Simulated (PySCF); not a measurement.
CH₄AlB₂, AlBFH₂, CH₆AlBN, AlBH₅ and others (calculated)

Computed with PySCF 2.14.0. Calculation on a computer-drawn molecule: the log of a Hartree-Fock and frozen-core CCSD(T) single point meant for a local Hartree-Fock minimum, with one planted fault or none, to be diagnosed. Offsets are logged minus clean, where the clean run is the same molecule without the fault. The reference is restricted for singlets and unrestricted otherwise, and also for a bond in bohr or an excited solution. Adding or removing an electron swaps singlet and doublet. The excited solution moves the top pair (singlet) or top alpha electron (doublet) to the lowest empty orbital. Highest occupied and lowest empty are orbital energies over both spins, largest force is the largest gradient component, triples share is (T) over the correlation energy, the T1 limit is 0.02 restricted and 0.045 unrestricted, electrons count all cores, a negative frequency is imaginary (commonest isotopes), and the dipole is about the centre of nuclear charge.

Common to all runs: logged SCF converged yes; logged CC converged yes; logged SCF stable within its kind yes; possible faults no fault, one electron removed, one electron added, multiplicity raised by two, geometry at a saddle point, SCF held on an excited solution, minimal basis STO-3G, one bond length entered in bohr, all coordinates scaled.

```yaml
- entry: 1
  formula: CH4AlB2
  logged_structure:
    atoms_angstrom:
      - [B, -0.2734, 2.138, -1.2844]
      - [Al, 0.2042, 0.13, -0.6348]
      - [B, 0.657, -1.7756, -0.0186]
      - [C, 0.9633, -3.0648, 0.3984]
      - [H, -1.3151, 2.3251, -1.8287]
      - [H, 0.5178, 3.0033, -1.0807]
      - [H, 1.899, -3.3075, 0.8952]
      - [H, 0.2834, -3.8997, 0.2501]
  given:
    meant_charge: 1
    meant_multiplicity: 1
    meant_basis: "cc-pV(D+d)Z"
    logged_electrons: 32
    logged_basis_functions: 85
    logged_spin_squared: 0.0
    "logged_highest_occupied [eV]": -13.44
    "logged_lowest_empty [eV]": -5.2218
    "logged_largest_force [hartree/bohr]": 1.2591e-05
    "logged_lowest_frequency [cm^-1]": 90.499
    logged_T1_diagnostic: 0.017021
    logged_D1_diagnostic: 0.043664
    logged_triples_share: 0.035249
    "logged_dipole_magnitude [debye]": 2.6596
    "logged_energy_HF [hartree]": -331.13049
    "logged_energy_CCSD(T) [hartree]": -331.51277
    drawn_bonds_atom: [1, 2, 3, 1, 1, 4, 4]
    drawn_bonds_other_atom: [2, 3, 4, 5, 6, 7, 8]
    drawn_bonds_order: [1, 1, 2, 1, 1, 1, 1]
  results:
    planted_fault: "no fault"
    "HF_energy_offset_from_clean_run [kcal/mol]": 0.0
    "CCSD(T)_energy_offset_from_clean_run [kcal/mol]": 0.0
- entry: 2
  formula: AlBFH2
  logged_structure:
    atoms_angstrom:
      - [B, 1.0801, -2.8664, -0.3345]
      - [Al, -0.134, -1.4328, -1.4675]
      - [F, -1.0254, -0.3798, -2.3002]
      - [H, 0.8298, -2.9507, 0.8211]
      - [H, 1.8985, -3.4527, -0.9605]
  given:
    meant_charge: 1
    meant_multiplicity: 1
    meant_basis: "cc-pV(D+d)Z"
    logged_electrons: 29
    logged_basis_functions: 61
    logged_spin_squared: 0.7578
    "logged_highest_occupied [eV]": -6.9283
    "logged_lowest_empty [eV]": 1.0896
    "logged_largest_force [hartree/bohr]": 0.035249
    logged_T1_diagnostic: 0.016339
    logged_D1_diagnostic: 0.035199
    logged_triples_share: 0.023072
    "logged_dipole_magnitude [debye]": 1.1858
    "logged_energy_HF [hartree]": -367.19824
    "logged_energy_CCSD(T) [hartree]": -367.55776
    drawn_bonds_atom: [1, 2, 1, 1]
    drawn_bonds_other_atom: [2, 3, 4, 5]
    drawn_bonds_order: [1, 1, 1, 1]
  results:
    planted_fault: "one electron added"
    "HF_energy_offset_from_clean_run [kcal/mol]": -144.6
    "CCSD(T)_energy_offset_from_clean_run [kcal/mol]": -158.0
- entry: 3
  formula: CH6AlBN
  logged_structure:
    atoms_angstrom:
      - [B, -2.462, -3.0932, 0.4433]
      - [Al, -0.6692, -1.989, 0.0645]
      - ["N", 0.7552, -1.1132, -0.232]
      - [C, 1.8439, -0.7742, 0.6782]
      - [H, -3.2111, -3.2489, -0.4492]
      - [H, -2.635, -3.5055, 1.5305]
      - [H, 0.9295, -0.7514, -1.1441]
      - [H, 1.6477, -1.169, 1.6622]
      - [H, 1.9465, 0.2947, 0.7596]
      - [H, 2.7715, -1.1938, 0.327]
  given:
    meant_charge: 1
    meant_multiplicity: 1
    meant_basis: "cc-pV(D+d)Z"
    logged_electrons: 36
    logged_basis_functions: 95
    logged_spin_squared: 0.0
    "logged_highest_occupied [eV]": -15.405
    "logged_lowest_empty [eV]": -4.6616
    "logged_largest_force [hartree/bohr]": 0.010136
    logged_T1_diagnostic: 0.015601
    logged_D1_diagnostic: 0.058788
    logged_triples_share: 0.026778
    "logged_dipole_magnitude [debye]": 2.7635
    "logged_energy_HF [hartree]": -362.15881
    "logged_energy_CCSD(T) [hartree]": -362.65403
    drawn_bonds_atom: [1, 2, 3, 1, 1, 3, 4, 4, 4]
    drawn_bonds_other_atom: [2, 3, 4, 5, 6, 7, 8, 9, 10]
    drawn_bonds_order: [1, 1, 1, 1, 1, 1, 1, 1, 1]
  results:
    planted_fault: "all coordinates scaled, by -1.1 %"
    "HF_energy_offset_from_clean_run [kcal/mol]": 0.6989
    "CCSD(T)_energy_offset_from_clean_run [kcal/mol]": 2.02
- entry: 4
  formula: AlBH5
  logged_structure:
    atoms_angstrom:
      - [B, -0.5191, -0.4668, 0.6918]
      - [Al, 0.3104, -1.8205, 2.2238]
      - [H, 0.1107, 0.0473, -0.2215]
      - [H, -2.7133, 0.2579, 0.6591]
      - [H, 1.6867, -2.5694, 1.7112]
      - [H, 0.661, -0.8742, 3.5347]
      - [H, -0.7919, -2.9688, 2.6556]
  given:
    meant_charge: -1
    meant_multiplicity: 1
    meant_basis: "aug-cc-pV(D+d)Z"
    logged_electrons: 24
    logged_basis_functions: 100
    logged_spin_squared: 0.502
    "logged_highest_occupied [eV]": -3.9401
    "logged_lowest_empty [eV]": 3.2812
    "logged_largest_force [hartree/bohr]": 0.026126
    logged_T1_diagnostic: 0.074727
    logged_D1_diagnostic: 0.25835
    logged_triples_share: 0.031364
    "logged_dipole_magnitude [debye]": 2.128
    "logged_energy_HF [hartree]": -269.36907
    "logged_energy_CCSD(T) [hartree]": -269.61791
    drawn_bonds_atom: [1, 1, 1, 2, 2, 2]
    drawn_bonds_other_atom: [2, 3, 4, 5, 6, 7]
    drawn_bonds_order: [1, 1, 1, 1, 1, 1]
  results:
    planted_fault: "one bond length entered in bohr, row 3 of the drawn bonds"
    "HF_energy_offset_from_clean_run [kcal/mol]": 64.63
    "CCSD(T)_energy_offset_from_clean_run [kcal/mol]": 61.57
  notes: ["T1 above single-reference limit"]
- entry: 5
  formula: AlB2FH3
  logged_structure:
    atoms_angstrom:
      - [B, 2.0548, -0.0032, -2.125]
      - [Al, 1.5328, -1.6533, -0.8552]
      - [B, 4.772, -2.7567, 1.9083]
      - [F, 5.6654, -3.0819, 2.6899]
      - [H, 2.5768, -0.204, -3.1795]
      - [H, 1.8274, 1.1145, -1.7731]
      - [H, 0.4321, -2.6867, -0.4714]
  given:
    meant_charge: 1
    meant_multiplicity: 1
    meant_basis: "cc-pV(D+d)Z"
    logged_electrons: 34
    logged_basis_functions: 80
    logged_spin_squared: 0.0
    "logged_highest_occupied [eV]": -14.656
    "logged_lowest_empty [eV]": -5.481
    "logged_largest_force [hartree/bohr]": 0.025867
    logged_T1_diagnostic: 0.014891
    logged_D1_diagnostic: 0.0354
    logged_triples_share: 0.02122
    "logged_dipole_magnitude [debye]": 6.5922
    "logged_energy_HF [hartree]": -392.14737
    "logged_energy_CCSD(T) [hartree]": -392.57585
    drawn_bonds_atom: [1, 2, 3, 1, 1, 2]
    drawn_bonds_other_atom: [2, 3, 4, 5, 6, 7]
    drawn_bonds_order: [1, 1, 1, 1, 1, 1]
  results:
    planted_fault: "one bond length entered in bohr, row 2 of the drawn bonds"
    "HF_energy_offset_from_clean_run [kcal/mol]": 30.89
    "CCSD(T)_energy_offset_from_clean_run [kcal/mol]": 32.7
- entry: 6
  formula: AlB2FH3
  logged_structure:
    atoms_angstrom:
      - [B, 2.0548, -0.0032, -2.125]
      - [Al, 1.5328, -1.6533, -0.8552]
      - [B, 3.2469, -2.2372, 0.6072]
      - [F, 4.1403, -2.5624, 1.3888]
      - [H, 2.5768, -0.204, -3.1795]
      - [H, 1.8274, 1.1145, -1.7731]
      - [H, 0.4321, -2.6867, -0.4714]
  given:
    meant_charge: 1
    meant_multiplicity: 1
    meant_basis: "cc-pV(D+d)Z"
    logged_electrons: 33
    logged_basis_functions: 80
    logged_spin_squared: 0.7679
    "logged_highest_occupied [eV]": -23.007
    "logged_lowest_empty [eV]": -13.464
    "logged_largest_force [hartree/bohr]": 0.064123
    logged_T1_diagnostic: 0.021474
    logged_D1_diagnostic: 0.068221
    logged_triples_share: 0.023954
    "logged_dipole_magnitude [debye]": 6.5871
    "logged_energy_HF [hartree]": -391.66554
    "logged_energy_CCSD(T) [hartree]": -392.07111
    drawn_bonds_atom: [1, 2, 3, 1, 1, 2]
    drawn_bonds_other_atom: [2, 3, 4, 5, 6, 7]
    drawn_bonds_order: [1, 1, 1, 1, 1, 1]
  results:
    planted_fault: "one electron removed"
    "HF_energy_offset_from_clean_run [kcal/mol]": 333.2
    "CCSD(T)_energy_offset_from_clean_run [kcal/mol]": 349.4
- entry: 7
  formula: AlB2ClH4
  logged_structure:
    atoms_angstrom:
      - [B, -3.0065, -1.7623, -0.0443]
      - [Al, -1.2044, -0.5917, 0.0436]
      - [B, -0.3438, 0.0978, 1.9009]
      - [Cl, -0.9058, 1.6583, 2.5612]
      - [H, -4.1011, -1.2651, -0.1159]
      - [H, -2.9975, -2.9671, -0.0278]
      - [H, -0.4619, -0.1827, -1.303]
      - [H, 0.4889, -0.431, 2.5822]
  given:
    meant_charge: 0
    meant_multiplicity: 1
    meant_basis: "cc-pV(D+d)Z"
    logged_electrons: 44
    logged_basis_functions: 94
    logged_spin_squared: 0.0
    "logged_highest_occupied [eV]": -9.6807
    "logged_lowest_empty [eV]": 1.0176
    "logged_largest_force [hartree/bohr]": 2.2163e-05
    "logged_lowest_frequency [cm^-1]": 48.205
    logged_T1_diagnostic: 0.014741
    logged_D1_diagnostic: 0.048291
    logged_triples_share: 0.026114
    "logged_dipole_magnitude [debye]": 1.3294
    "logged_energy_HF [hartree]": -753.09093
    "logged_energy_CCSD(T) [hartree]": -753.51935
    drawn_bonds_atom: [1, 2, 3, 1, 1, 2, 3]
    drawn_bonds_other_atom: [2, 3, 4, 5, 6, 7, 8]
    drawn_bonds_order: [1, 1, 1, 1, 1, 1, 1]
  results:
    planted_fault: "no fault"
    "HF_energy_offset_from_clean_run [kcal/mol]": 0.0
    "CCSD(T)_energy_offset_from_clean_run [kcal/mol]": 0.0
- entry: 8
  formula: CH6AlB2
  logged_structure:
    atoms_angstrom:
      - [B, -1.1407, 2.3701, 1.2939]
      - [Al, -0.207, 0.5477, 1.9668]
      - [B, 0.4716, -0.8883, 0.6656]
      - [C, 1.0023, -2.0086, -0.2704]
      - [H, -0.5156, 3.3729, 1.0561]
      - [H, -2.3315, 2.4712, 1.137]
      - [H, -0.0066, 0.244, 3.5157]
      - [H, 0.223, -2.4803, -0.8758]
      - [H, 1.4071, -2.7854, 0.395]
      - [H, 1.8204, -1.6863, -0.921]
  given:
    meant_charge: 0
    meant_multiplicity: 2
    meant_basis: "cc-pV(D+d)Z"
    logged_electrons: 35
    logged_basis_functions: 30
    logged_spin_squared: 0.7656
    "logged_highest_occupied [eV]": -4.8713
    "logged_lowest_empty [eV]": 7.1127
    "logged_largest_force [hartree/bohr]": 0.044542
    logged_T1_diagnostic: 0.012965
    logged_D1_diagnostic: 0.059636
    logged_triples_share: 0.011447
    "logged_dipole_magnitude [debye]": 0.22536
    "logged_energy_HF [hartree]": -328.51576
    "logged_energy_CCSD(T) [hartree]": -328.70503
    drawn_bonds_atom: [1, 2, 3, 1, 1, 2, 4, 4, 4]
    drawn_bonds_other_atom: [2, 3, 4, 5, 6, 7, 8, 9, 10]
    drawn_bonds_order: [1, 1, 1, 1, 1, 1, 1, 1, 1]
  results:
    planted_fault: "minimal basis STO-3G"
    "HF_energy_offset_from_clean_run [kcal/mol]": 2529
    "CCSD(T)_energy_offset_from_clean_run [kcal/mol]": 2674
- entry: 9
  formula: AlB2H5N
  logged_structure:
    atoms_angstrom:
      - [B, -1.2401, -1.8651, -1.0509]
      - [Al, -0.7364, -0.1573, -1.8727]
      - [B, 0.7183, 0.83, -1.2732]
      - ["N", 1.695, 1.4908, -0.8687]
      - [H, -0.8487, -2.8302, -1.3971]
      - [H, -1.9447, -1.9365, -0.2124]
      - [H, -1.4894, 0.3902, -2.9814]
      - [H, 2.5379, 1.3907, -1.2009]
      - [H, 1.6324, 2.1293, -0.2212]
  given:
    meant_charge: 0
    meant_multiplicity: 2
    meant_basis: "cc-pV(D+d)Z"
    logged_electrons: 35
    logged_basis_functions: 90
    logged_spin_squared: 0.76
    "logged_highest_occupied [eV]": -7.0704
    "logged_lowest_empty [eV]": 1.7729
    "logged_largest_force [hartree/bohr]": 0.11131
    logged_T1_diagnostic: 0.0145
    logged_D1_diagnostic: 0.04294
    logged_triples_share: 0.025503
    "logged_dipole_magnitude [debye]": 3.9328
    "logged_energy_HF [hartree]": -348.5176
    "logged_energy_CCSD(T) [hartree]": -348.95095
    drawn_bonds_atom: [1, 2, 3, 1, 1, 2, 4, 4]
    drawn_bonds_other_atom: [2, 3, 4, 5, 6, 7, 8, 9]
    drawn_bonds_order: [1, 1, 1, 1, 1, 1, 1, 1]
  results:
    planted_fault: "all coordinates scaled, by -9.0 %"
    "HF_energy_offset_from_clean_run [kcal/mol]": 48.4
    "CCSD(T)_energy_offset_from_clean_run [kcal/mol]": 53.6
- entry: 10
  formula: CH5Al2B
  logged_structure:
    atoms_angstrom:
      - [B, 0.5635, -2.8645, -2.0354]
      - [Al, -0.3993, -1.0173, -1.4904]
      - [C, 0.5758, 0.5324, -0.8086]
      - [Al, 0.7708, 0.9616, 1.1266]
      - [H, 0.8113, -3.7354, -1.2379]
      - [H, 0.8989, -3.1201, -3.1653]
      - [H, -1.9872, -0.9152, -1.5912]
      - [H, 0.0862, 1.4387, -1.2119]
      - [H, 1.612, 0.5214, -1.1911]
  given:
    meant_charge: 0
    meant_multiplicity: 1
    meant_basis: "cc-pV(D+d)Z"
    logged_electrons: 43
    logged_basis_functions: 99
    logged_spin_squared: 0.8277
    "logged_highest_occupied [eV]": -0.4924
    "logged_lowest_empty [eV]": 4.3579
    "logged_largest_force [hartree/bohr]": 0.043238
    logged_T1_diagnostic: 0.035733
    logged_D1_diagnostic: 0.14533
    logged_triples_share: 0.032152
    "logged_dipole_magnitude [debye]": 9.1962
    "logged_energy_HF [hartree]": -549.21829
    "logged_energy_CCSD(T) [hartree]": -549.64526
    drawn_bonds_atom: [1, 2, 3, 1, 1, 2, 3, 3]
    drawn_bonds_other_atom: [2, 3, 4, 5, 6, 7, 8, 9]
    drawn_bonds_order: [1, 1, 1, 1, 1, 1, 1, 1]
  results:
    planted_fault: "one electron added"
    "HF_energy_offset_from_clean_run [kcal/mol]": 13.23
    "CCSD(T)_energy_offset_from_clean_run [kcal/mol]": -0.2169
```
